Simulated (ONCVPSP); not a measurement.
Configuration tests for titanium (Ti) (ONCV)

ONCVPSP 4.0.1 input, shortened (lines: element, Z, core and valence counts, functional; n l f; lmax; l rc ep ncon nbas qcut; lloc lpopt rc5 dvloc0; l nproj debl; icmod fcfact rcfact), PBE, scalar-relativistic:

```
  Ti 22.00    3    3        4      upf
    1    0    2.00
    2    0    2.00
    2    1    6.00
    3    0    2.00
    3    1    6.00
    3    2    2.00
    3
    0    1.60    0.00    5    9    8.00
    1    1.70    0.00    4    8    8.80
    2    2.50    0.00    3    7    5.60
    3    2.10    0.11    4    9    4.70
    4    5    1.50    0.00
    0    2    2.90
    1    3    3.10
    2    2    2.60
    3    2    0.50
    3    5.25    1.10
```

Energies are relative to the spin-unpolarised reference configuration 3s2 3p6 3d2; without spin polarisation the order of configurations can differ from experiment.

| valence configuration | charge | ΔE all-electron (eV) | error AE − PS (meV) |
| --- | --- | --- | --- |
| 3s2 3p6 3d2 4s2 | 0 | -20.919 | -27 |
| 3s2 3p6 3d2 4s1 | +1 | -13.572 | -12 |
| 3s2 3p6 3d1 | +3 | 26.948 | +501 |
| 3s2 3p6 3d2.5 4s1.5 | 0 | -20.566 | -13 |
